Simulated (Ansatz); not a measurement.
`CC(C)[NH][In]([Cl])[Cl]` + `[AlH2][SH]` → `[SH][In]([Cl])[Cl]` + `CC(C)[NH][AlH2]`  (redistribution)

Calculated with Ansatz (gas phase, PBE0-D4/def2-TZVP geometries, no zero-point term in ΔE). CBS: MP2 limit from def2 TZ/QZ plus the TZ coupled-cluster correction, frozen cores. This one scheme is used for every species. Functionals use def2-TZVPP. def2 core potentials past Kr. For In outer-core shells are correlated without core-valence functions, which leaves a few kJ/mol of doubt a bond. One conformer a species, not always the lowest.

`CC(C)[NH][In]([Cl])[Cl]`:

Cartesian coordinates in Å:
```
C -1.048 -1.226 0.439
C -0.023 -0.693 -0.553
C 1.383 -0.773 0.009
N -0.306 0.665 -1.002
In -0.126 2.298 0.144
Cl 1.203 2.574 2.015
Cl -1.183 4.225 -0.590
H -0.858 -2.273 0.687
H -1.008 -0.648 1.370
H -2.061 -1.151 0.036
H -0.062 -1.324 -1.452
H 1.633 -1.800 0.281
H 2.113 -0.421 -0.722
H 1.480 -0.164 0.914
H -1.138 0.709 -1.577
```

`[AlH2][SH]`:

Cartesian coordinates in Å:
```
Al 0.489 0.430 0.014
S -1.558 -0.275 0.282
H 0.772 1.935 0.397
H 1.576 -0.575 -0.540
H -1.279 -1.516 -0.153
```

`[SH][In]([Cl])[Cl]`:

Cartesian coordinates in Å:
```
S -0.670 -0.773 1.606
In 0.387 -0.068 -0.376
Cl 2.196 -1.188 -1.255
Cl -0.358 1.792 -1.523
H -1.555 0.238 1.548
```

`CC(C)[NH][AlH2]`:

```xyz
15

C     1.264   -1.112   -0.211
C     0.015   -0.357    0.224
C     0.095    0.028    1.695
N    -0.224    0.803   -0.616
Al   -1.603    1.140   -1.669
H     1.186   -1.418   -1.256
H     1.424   -2.004    0.401
H     2.148   -0.475   -0.111
H    -0.847   -1.025    0.096
H    -0.817    0.538    2.011
H     0.241   -0.850    2.329
H     0.937    0.707    1.866
H     0.534    1.470   -0.547
H    -2.755    0.053   -1.732
H    -1.598    2.501   -2.480
```

Q: Is it downhill or uphill in electronic energy at CCSD(T)/CBS, and by how much? (An estimate is asked.)

A: The calculation gave: Downhill: ΔE = -0.49 eV.

Q: What do these levels give: BLYP, BHLYP, LC-ωPBE, MP2/def2-SVP, CCSD/def2-SVP, SCS-MP2/def2-TZVPP? (An estimate is asked.)

A: Computed: BLYP -0.64, BHLYP -0.67, LC-ωPBE -0.57, MP2/def2-SVP -0.56, CCSD/def2-SVP -0.59, SCS-MP2/def2-TZVPP -0.54 eV.

Largest T1 diagnostic among the species: 0.013.

The D4 term adds +0.05 eV with B3LYP and +0.03 eV with PBE0; it sums over pairs of atoms, weighted by their polarisabilities, and B3LYP, whose exchange is more repulsive, gets the larger term. In def2-TZVPP, CCSD(T) changes the Hartree–Fock value by +0.19 eV (the triples alone add +0.03 eV) and MP2 by +0.20 eV.

B3LYP here is the variant with VWN-RPA as its local correlation; programs differ in this.
